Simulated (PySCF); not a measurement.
## From computed data to an observable: chemical shift, span and skew from a shielding tensor

CH4O2, SMILES OCO. Atoms are numbered in the order given.

```xyz
7

O     -1.1681    -0.0942    -0.2468
C      0.0000     0.0000     0.5307
O      1.1681     0.0942    -0.2468
H     -1.2434     0.7093    -0.7760
H      0.0018     0.8948     1.1580
H     -0.0018    -0.8948     1.1580
H      1.2434    -0.7093    -0.7760
```
Charge 0, spin multiplicity 1.

Coordinates come from a B3LYP-D3(BJ)/def2-TZVP optimisation. One conformer was computed; it need not be the lowest.

GIAO shieldings from PBE0/pcSseg-2 run with PySCF, non-relativistic, no solvent. The symmetric part of the tensor of C2 has the principal values 60.1, 102.0, 114.5 ppm. The same nucleus in TMS has σ = 186.1 ppm at this level (PySCF, at its B3LYP-D3(BJ)/def2-TZVP geometry).

Problem. Work out the isotropic shielding, the ¹³C shift against TMS, the span and the skew.

Solution. 
σ(iso) = (σ11 + σ22 + σ33)/3 = 92.2 ppm. δ = σ(ref) − σ(iso) = 186.1 − (92.2) = 93.9 ppm.
Span Ω = σ33 − σ11 = 54.4 ppm. Skew κ = 3(σ(iso) − σ22)/Ω = -0.54. Tumbling in solution averages the tensor to δ; in a static solid the shielding alone would spread this spin-1/2 line over Ω.
